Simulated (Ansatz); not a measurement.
Reaction (cleavage of the B–Ga bond): `[SH][GaH][BH][SeH]` + HCl → `ClB[SeH]` + `[SH][GaH2]`

Program: Ansatz. Geometries: PBE0-D4/def2-TZVP. ΔE: electronic, gas phase. CCSD(T)/CBS is the MP2 limit (def2-TZVPP, def2-QZVPP) plus CCSD(T) − MP2 in def2-TZVPP, frozen cores. This one scheme is used for every species. Functionals use def2-TZVPP. For Ga, Se outer-core shells are correlated without core-valence functions, which leaves a few kJ/mol of doubt a bond. Scalar relativity is left out up to krypton. Each species was taken in one conformer, which may not be the lowest.

```json
{"level": "revPBE-D4", "ΔE (kJ/mol)": "-80.9", "difference from CCSD(T)/CBS": "-2.0"}
{"level": "PBE0-D4", "ΔE (kJ/mol)": "-82.4", "difference from CCSD(T)/CBS": "-3.5"}
{"level": "ωB97X-V", "ΔE (kJ/mol)": "-88.1", "difference from CCSD(T)/CBS": "-9.2"}
{"level": "ωB97M-V", "ΔE (kJ/mol)": "-89.2", "difference from CCSD(T)/CBS": "-10.3"}
{"level": "PBE0", "ΔE (kJ/mol)": "-85.4", "difference from CCSD(T)/CBS": "-6.5"}
{"level": "CAM-B3LYP", "ΔE (kJ/mol)": "-91.4", "difference from CCSD(T)/CBS": "-12.5"}
{"level": "RPA@PBE/def2-TZVPP", "ΔE (kJ/mol)": "-77.0", "difference from CCSD(T)/CBS": "1.9"}
{"level": "HF/def2-SVP", "ΔE (kJ/mol)": "-105.2", "difference from CCSD(T)/CBS": "-26.3"}
{"level": "MP2/def2-SVP", "ΔE (kJ/mol)": "-101.0", "difference from CCSD(T)/CBS": "-22.1"}
{"level": "CCSD/def2-SVP", "ΔE (kJ/mol)": "-96.0", "difference from CCSD(T)/CBS": "-17.1"}
{"level": "MP2/def2-TZVPP", "ΔE (kJ/mol)": "-86.3", "difference from CCSD(T)/CBS": "-7.4"}
{"level": "SCS-MP2/def2-TZVPP", "ΔE (kJ/mol)": "-86.9", "difference from CCSD(T)/CBS": "-8.0"}
{"level": "HF/def2-QZVPP", "ΔE (kJ/mol)": "-99.3", "difference from CCSD(T)/CBS": "-20.4"}
{"level": "MP2/def2-QZVPP", "ΔE (kJ/mol)": "-86.1", "difference from CCSD(T)/CBS": "-7.2"}
{"level": "HF/CBS(def2)", "ΔE (kJ/mol)": "-99.4", "difference from CCSD(T)/CBS": "-20.5"}
{"level": "CCSD/CBS(def2)", "ΔE (kJ/mol)": "-80.1", "difference from CCSD(T)/CBS": "-1.2"}
{"level": "CCSD(T)/CBS", "ΔE (kJ/mol)": "-78.9", "difference from CCSD(T)/CBS": "0"}
```

Largest T1 diagnostic among the species: 0.014.

From BLYP to BHLYP (50 % exact exchange), in def2-TZVPP and without D4, ΔE moves by −5.4 kJ/mol. Leaving LDA and LC-ωPBE aside and taking each functional with its dispersion term where it has one, the values, not all of them listed here, spread over 14.8 kJ/mol, from B97M-V to PBE-D4. In def2-TZVPP, CCSD(T) changes the Hartree–Fock value by +18.7 kJ/mol (the triples alone add +1.2 kJ/mol) and MP2 by +12.1 kJ/mol.

CCSD(T)/CBS has its own doubt, a few kJ/mol and more with outer-core shells, so smaller differences from it don't rank the levels.
